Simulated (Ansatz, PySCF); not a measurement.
Spectroscopic constants of BeB+, closed-shell singlet (lowest of 2S+1 = 1, 3 at CCSD(T)/def2-TZVPP on PBE0 minima; our sources give no spin for the ground state, which may be another).

The constants come from a fifth-degree fit in 1/R (seven points, main isotopes). Runs in def2 and cc sets follow the lowest solution found near the PBE0 minimum. The singlet is held restricted. HF and MP2 rows in def2 and cc sets belong to the determinant that coupled cluster picked by its CCSD energy.

Correlated levels freeze the inner cores; with def2 sets outer-core shells near the valence are correlated too. CBS(a, b) extrapolates the correlation energy as X⁻³ and adds the Hartree–Fock energy of set b. Rows in 6-31G* carry no dispersion term and start afresh at each structure (6-31G* with six Cartesian d functions).

Run with Ansatz (Gaussian orbitals); PySCF for 6-31G* rows. Values without a source in brackets are computed.

| level | r_e (Å) | ω_e (cm⁻¹) | ω_e x_e (cm⁻¹) |
|---|---|---|---|
| BP86/6-31G* | 2.224 | 464 | 5.0 |
| B3LYP/6-31G* | 2.211 | 466 | 5.0 |
| B2PLYP/def2-TZVPP | 2.208 | 467 | 4.6 |
| MP2/aug-cc-pV5Z | 2.199 | 488 | 4.5 |
| SCS-MP2/aug-cc-pV5Z | 2.203 | … | 4.5 |
| CCSD/aug-cc-pVQZ | 2.206 | 478 | 4.3 |
| CCSD(T)/def2-TZVPP | 2.219 | 471 | 3.8 |
| CCSD(T)/CBS(aug-cc-pVQZ, aug-cc-pV5Z) | … | … | 4.3 |

Question: What belongs in the gaps?

Answer: 
- CCSD(T)/CBS(aug-cc-pVQZ, aug-cc-pV5Z), r_e (Å): 2.192
- CCSD(T)/CBS(aug-cc-pVQZ, aug-cc-pV5Z), ω_e (cm⁻¹): 487
- SCS-MP2/aug-cc-pV5Z, ω_e (cm⁻¹): 480

Doubts at one or more of the structures used: a restricted determinant that unrestricted orbitals would lower (B2PLYP/def2-TZVPP, MP2/aug-cc-pV5Z, SCS-MP2/aug-cc-pV5Z, CCSD/aug-cc-pVQZ, CCSD(T)/def2-TZVPP, CCSD(T)/CBS(aug-cc-pVQZ, aug-cc-pV5Z)).

Ansatz is a first-principles code.
